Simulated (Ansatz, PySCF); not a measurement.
Complex: GaH3O (SMILES [OH][GaH2]) (first 5 atoms) with NH3 (SMILES N); geometry from B3LYP-D3(BJ)/def2-TZVP.
(charge 0, multiplicity 1):
```xyz
9

O     -0.027     1.194     1.190
Ga    -0.084    -0.038    -0.099
H      0.011     0.810     2.089
H     -0.146     0.523    -1.555
H     -0.068    -1.555     0.314
N      0.086     0.007     3.847
H      0.930     0.289     4.333
H     -0.706     0.305     4.407
H      0.074    -1.006     3.812
```

Basis-set superposition error: the interaction energy with monomers in their own basis, and in the dimer's basis (counterpoise).

The values were computed with Ansatz (Gaussian basis) for Hartree–Fock, density functionals and correlated methods; PySCF for 6-31G* rows, M06-2X. Values without a source in brackets are computed.

```json
[
 {"level": "BLYP/def2-TZVPPD", "uncorrected (meV)": "-246.5", "counterpoise (meV)": "-236.6", "difference": "10.0"},
 {"level": "r2SCAN/def2-TZVPPD", "uncorrected (meV)": "-311.1", "counterpoise (meV)": "-303.2", "difference": "7.9"},
 {"level": "B97M-V/def2-TZVPPD", "uncorrected (meV)": "-300.6", "counterpoise (meV)": "-293.9", "difference": "6.6"},
 {"level": "B3LYP/6-31G*", "uncorrected (meV)": "-437.3", "counterpoise (meV)": "-340.2", "difference": "97.1"},
 {"level": "B3LYP/def2-TZVPPD", "uncorrected (meV)": "-258.5", "counterpoise (meV)": "-250.3", "difference": "8.2"},
 {"level": "BHLYP/def2-TZVPPD", "uncorrected (meV)": "-260.5", "counterpoise (meV)": "-254.0", "difference": "6.5"},
 {"level": "M06-2X/def2-TZVPPD", "uncorrected (meV)": "-291.5", "counterpoise (meV)": "-283.7", "difference": "7.8"},
 {"level": "CAM-B3LYP/def2-TZVPPD", "uncorrected (meV)": "-286.9", "counterpoise (meV)": "-278.8", "difference": "8.0"},
 {"level": "SCS-MP2/aug-cc-pVQZ", "uncorrected (meV)": "-264.0", "counterpoise (meV)": "-250.3", "difference": "13.7"},
 {"level": "CCSD(T)/aug-cc-pVDZ", "uncorrected (meV)": "-305.8", "counterpoise (meV)": "-244.1", "difference": "61.7"}
]
```

The error is largest for B3LYP/6-31G* (97.1 meV) and smallest for BHLYP/def2-TZVPPD (6.5 meV).

Ansatz is a program for electronic structure.
